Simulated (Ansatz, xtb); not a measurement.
Two isomers of BF2H5Si2

We compare X, `F[SiH](F)B[SiH3]`, a singlet, with Y, `F[Si+](F)[BH2-][SiH3]`, a singlet. Both are isolated molecules in the gas phase, relaxed with r2SCAN-D4/def2-SVP; the shapes shown needn't be the lowest conformers.

X (Å):

```json
{"atom": "B", "x (Å)": "0.7976", "y (Å)": "-0.3997", "z (Å)": "2.1812"}
{"atom": "F", "x (Å)": "-0.6020", "y (Å)": "-2.4459", "z (Å)": "0.5263"}
{"atom": "F", "x (Å)": "-2.0612", "y (Å)": "-0.8740", "z (Å)": "2.0115"}
{"atom": "Si", "x (Å)": "-0.6847", "y (Å)": "-1.7389", "z (Å)": "1.9866"}
{"atom": "Si", "x (Å)": "1.7806", "y (Å)": "0.1773", "z (Å)": "0.5296"}
{"atom": "H", "x (Å)": "-0.8082", "y (Å)": "-2.8362", "z (Å)": "2.9815"}
{"atom": "H", "x (Å)": "1.0939", "y (Å)": "0.0148", "z (Å)": "3.2762"}
{"atom": "H", "x (Å)": "2.6082", "y (Å)": "1.4139", "z (Å)": "0.6615"}
{"atom": "H", "x (Å)": "0.8764", "y (Å)": "0.3078", "z (Å)": "-0.6535"}
{"atom": "H", "x (Å)": "2.7022", "y (Å)": "-0.9814", "z (Å)": "0.2630"}
```

Y (Å):

```xyz
10

B    -1.8877   -0.4648   -0.1983
F     0.9474    0.8646   -0.2146
F    -0.9451    2.5052    0.0985
Si   -0.6564    0.9598   -0.2335
Si   -1.7861   -0.7424    1.8433
H    -1.4140   -1.4492   -0.7221
H    -3.0023   -0.0647   -0.4544
H    -2.2060    0.4573    2.6376
H    -2.7238   -1.8631    2.1618
H    -0.4210   -1.1213    2.3322
```

Quicker runs give these differences E(Y) − E(X): GFN2-xTB −6.0 kcal/mol; HF/STO-3G +2.1 kcal/mol (at GFN2-xTB geometries); r2SCAN-D4/def2-SVP//GFN2-xTB −6.8 kcal/mol.

Problem. Estimate E(Y) − E(X) at the level CCSD(T)/def2-SVP + ΔMP2/def2-TZVPP.

Solution. Not settled: CCSD(T)/def2-SVP + ΔMP2/def2-TZVPP gives E(Y) − E(X) = −2.7 kcal/mol, but this leans on the basis-set step: CCSD(T) alone gives −0.9 kcal/mol.

Level by level:

```json
{"level": "GFN2-xTB", "geometry": "GFN2-xTB", "E(Y) − E(X) (kcal/mol)": "−6.0", "departure from the last row (kcal/mol)": "−3.2", "job, with rough time for the two": "optimisation, 0.19 s"}
{"level": "HF/STO-3G", "geometry": "GFN2-xTB", "E(Y) − E(X) (kcal/mol)": "+2.1", "departure from the last row (kcal/mol)": "+4.9", "job, with rough time for the two": "single point, 0.24 s"}
{"level": "r2SCAN-D4/def2-SVP//GFN2-xTB", "geometry": "GFN2-xTB", "E(Y) − E(X) (kcal/mol)": "−6.8", "departure from the last row (kcal/mol)": "−4.1", "job, with rough time for the two": "single point, 1.8 s"}
{"level": "r2SCAN-D4/def2-SVP", "geometry": "r2SCAN-D4/def2-SVP", "E(Y) − E(X) (kcal/mol)": "−6.7", "departure from the last row (kcal/mol)": "−4.0", "job, with rough time for the two": "optimisation, 55 s"}
{"level": "HF/def2-SVP", "geometry": "r2SCAN-D4/def2-SVP", "E(Y) − E(X) (kcal/mol)": "+16.0", "departure from the last row (kcal/mol)": "+18.7", "job, with rough time for the two": "part of the CCSD(T) run"}
{"level": "MP2/def2-SVP", "geometry": "r2SCAN-D4/def2-SVP", "E(Y) − E(X) (kcal/mol)": "−3.5", "departure from the last row (kcal/mol)": "−0.8", "job, with rough time for the two": "part of the CCSD(T) run"}
{"level": "CCSD(T)/def2-SVP", "geometry": "r2SCAN-D4/def2-SVP", "E(Y) − E(X) (kcal/mol)": "−0.9", "departure from the last row (kcal/mol)": "+1.9", "job, with rough time for the two": "single point"}
{"level": "CCSD(T)/def2-SVP + ΔMP2/def2-TZVPP", "geometry": "r2SCAN-D4/def2-SVP", "E(Y) − E(X) (kcal/mol)": "−2.7", "departure from the last row (kcal/mol)": "", "job, with rough time for the two": "single point, 17 s"}
```

As drawn, Y has 1 B–H in place of 1 Si–H.

HF/STO-3G, HF/def2-SVP put the two in the other order. The largest departure from CCSD(T)/def2-SVP + ΔMP2/def2-TZVPP is that of HF/def2-SVP, 18.7 kcal/mol. The last row adds to CCSD(T) the change of the MP2 difference between the two basis sets, here −1.9 kcal/mol.

With harmonic frequencies from r2SCAN-D4/def2-SVP (ideal gas, rigid rotor, one conformer each, 298.15 K, 1 atm): on the last row, ΔE + ΔZPE = −2.2 kcal/mol. A mode under 50 cm⁻¹ makes harmonic enthalpies and free energies unreliable, so none is given.

The correlated steps freeze 13 core orbitals. Run with Ansatz 0.2.0, xtb 6.7.1; the last row on 2 threads of Intel(R) Xeon(R) 6975P-C (Granite Rapids) on a shared host.
